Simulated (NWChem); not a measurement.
System: GaPH4; SMILES [PH2][GaH2]

```xyz
6

Ga     0.0443     0.8534     0.0086
H     -1.3339     1.5732     0.2252
H      1.3583     1.6639    -0.2761
P      0.1027    -1.4558    -0.0942
H     -0.7584    -1.6725     1.0226
H      1.3201    -1.6027     0.6353
```
Atoms are numbered in this order, from 1.

The geometry was optimised at PBE0/def2-SVP.

Give the principal values of the shielding tensors (ppm) of Ga1, P4 from PBE0/pcSseg-1, GIAO (NWChem), with their diamagnetic and paramagnetic parts as GIAO splits them.


```csv
atom,σ11,σ22,σ33,isotropic,diamagnetic,paramagnetic
Ga1,638.1,1034.3,1458.8,1043.7,2638.7,-1594.9
P4,504.1,538.4,622.6,555.0,967.5,-412.4
```
